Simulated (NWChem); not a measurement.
SnHOF$_{3}$; SMILES [OH][Sn]([F])([F])[F]

```xyz
6

O      1.3801     1.3837     0.0514
Sn     0.0149    -0.0004     0.0005
F     -1.7223     0.7998    -0.0648
F      0.2093    -1.1398    -1.5172
F      0.0943    -1.1394     1.5290
H      0.9811     2.2649     0.0396
```
Atoms are numbered in this order, from 1.

Program: NWChem. Coordinates come from a PBE0/def2-SVP optimisation. def2 effective core potentials on Sn; no spin-orbit coupling. LC-ωPBE (HJS hole) with def2-SVP; x = 1 − exp(−ω/0.25 bohr⁻¹) is a scale chosen for this fit.

```csv
row,x,−ε(HOMO) (eV)
ω = 0.20,0.551,11.06
ω = 0.30,0.699,withheld
ω = 0.35,0.753,12.66
ω = 0.40,0.798,13.09
```

### Question
Fit a straight line of the last column on the one before it, predict the withheld value, and compare with the run.

### Answer

1. Means of the 3 shown rows: x = 0.7007, y = 12.270. Slope Σ(x − x̄)(y − ȳ)/Σ(x − x̄)² = 0.2813/0.03461 = 8.128; intercept 6.575.
2. The shown rows scatter about the line by 0.027 (root mean square); the largest residual is -0.04, at ω = 0.35.
3. At x = 0.699 (ω = 0.30; inside the shown range) the line gives 12.26.
4. The run gives 12.18, -0.08 from the line, 3.0 times the scatter.
